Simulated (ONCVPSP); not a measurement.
Ce (Z = 58), ONCV: configuration errors across variants

* Element: Ce
* Generator: ONCVPSP 4.0.1
* Type: optimised norm-conserving Vanderbilt (ONCV)
* Functional: PBE
* Relativity: scalar-relativistic
* Frozen core: [Kr] 4d10
* Valence charge: 12
* Reference configuration: 4f1 5s2 5p6 5d1 6s2
* Partial waves: 5s+6s: rc 2.10 bohr, ncon 4, nbas 7, qcut 4.9 1/bohr, 2 projectors; 5p: rc 2.40 bohr, ncon 5, nbas 8, qcut 4.6 1/bohr, 2 projectors, debl 1.6 Ha; 5d: rc 2.85 bohr, ncon 4, nbas 7, qcut 3.4 1/bohr, 2 projectors, debl 1.2 Ha; 4f: rc 1.30 bohr, ncon 4, nbas 8, qcut 14.9 1/bohr, 2 projectors, debl 1.7 Ha
* Local potential: polynomial inside 1.10 bohr (lpopt 5, dvloc0 0 Ha)
* Core correction: Teter function fitted to the true core (icmod 2), fcfact 0.7

All-electron excitation energies from the reference (eV): (1) 4f1 5s2 5p6 5d1 6s1 6.070; (2) 4f1 5s2 5p6 5d1 6s0 17.151; (3) 4f1 5s2 5p6 5d0 6s0 36.330.

2 further variants failed, have other tests or too few solved ones, and are left out.

A true bound ghost makes a file unfit for plane-wave use even where its test errors are small: the radial tests pick states by their node count and pass the ghost by.

Errors AE − PS in meV (a dash: test not solved or not reliable):

```csv
change,(1),(2),(3),bound ghosts,GHOST(+) flags above zero
base,-1.4,-4.5,+2.6,s,p
s: qcut 3.9,-1.6,-6.1,+2.8,s,p
s: qcut 4.8,-1.4,-4.7,+2.7,s,p
s: qcut 5.4,-1.3,-4.1,+2.4,s,p
```

(1) Give the same row for: s: qcut 2.9.

## Answers

(1) -1.9, -8.1, +2.6; bound ghosts: s; GHOST(+) flags above zero: p.
